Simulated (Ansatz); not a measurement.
`CB1O[SiH2]1` + H₂O → `OB1O[SiH2]1` + CH₄ at 298.15 K and 1 bar (formal hydrolysis of a B–C bond).

Program: Ansatz. Geometries: PBE0-D4/def2-TZVP. ΔE: electronic, gas phase. CCSD(T)/CBS adds triple-zeta CCSD(T) − MP2 to the extrapolated MP2 energy (def2 sets, frozen cores). This one scheme is used for every species. One conformer a species, not always the lowest.

```csv
species,CCSD(T)/CBS energy (Eh),H − E (kJ/mol),S (J/(mol·K))
`CB1O[SiH2]1`,-430.13804,177.4,308.3
H₂O,-76.37941,66.4,188.7
`OB1O[SiH2]1`,-466.09693,119.0,288.3
CH₄,-40.46206,127.4,186.2
```

H − E and S are ideal-gas, rigid-rotor, harmonic terms from PBE0-D4/def2-TZVP, for one conformer and one mirror image of each species. 1 Eh = 2625.50 kJ/mol, R = 8.31446 J/(mol·K).

By hand: ΔE, ΔH, ΔS and ΔG.

ΔE = (-466.09693) + (-40.46206) − (-430.13804) − (-76.37941) = -0.04154 Eh = -109.1 kJ/mol. Δ(H − E) = 119.0 + 127.4 − 177.4 − 66.4 = 2.6, so ΔH = -106.5 kJ/mol. ΔS = 288.3 + 186.2 − 308.3 − 188.7 = -22.5 J/(mol·K). ΔG = -106.5 − 298.15 × (-22.5)/1000 = -99.8 kJ/mol.

By hand: the equilibrium constant, and the temperature at which ΔG would vanish if ΔH and ΔS stayed fixed.

log₁₀ K = −ΔG/(RT ln 10) = 17.5. ΔG = 0 at ΔH/ΔS = 4733 K, far beyond where these terms or the molecules hold.

ΔH outweighs TΔS. A doubt of 5 kJ/mol in ΔE shifts log₁₀ K by 0.9 here. Other conformers and mirror images would add mixing entropy, several J/(mol·K) or more a flexible species. These are equilibria of isolated gas molecules and say nothing of rates. Largest T1 diagnostic: 0.015 (customary marks: 0.02 for closed shells, 0.045 for open ones).
